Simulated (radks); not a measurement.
Task: The indium ion In2+, [Kr] 4d10 5s1. Method: non-relativistic Kohn-Sham, exchange-only PBE, spin-polarised, spherical densities, point nucleus; computed with a radial shooting solver on a logarithmic mesh with Libxc functionals. Every spin shell is full or empty, so the densities are truly spherical. Functionals are evaluated on that one density, not self-consistently. Rank these orbital-free kinetic functionals by their error against the exact value of the orbitals, and give that value: Thomas-Fermi, von Weizsacker, TF + vW, APBEK, revAPBEK, Perdew 92, Thakkar, Pearson, PG1, DePristo-Kress, Ernzerhof.

Result: Exact: 5738.68 hartree. From best to worst, with 100 (|E| - |E exact|)/|E exact| (equal figures are ties): DePristo-Kress -0.08, APBEK +0.13, revAPBEK +0.31, Ernzerhof -0.39, Thakkar -0.56, Perdew 92 -0.66, Pearson -0.92, Thomas-Fermi -5.32, PG1 +15.21, TF + vW +36.52, von Weizsacker -58.16.
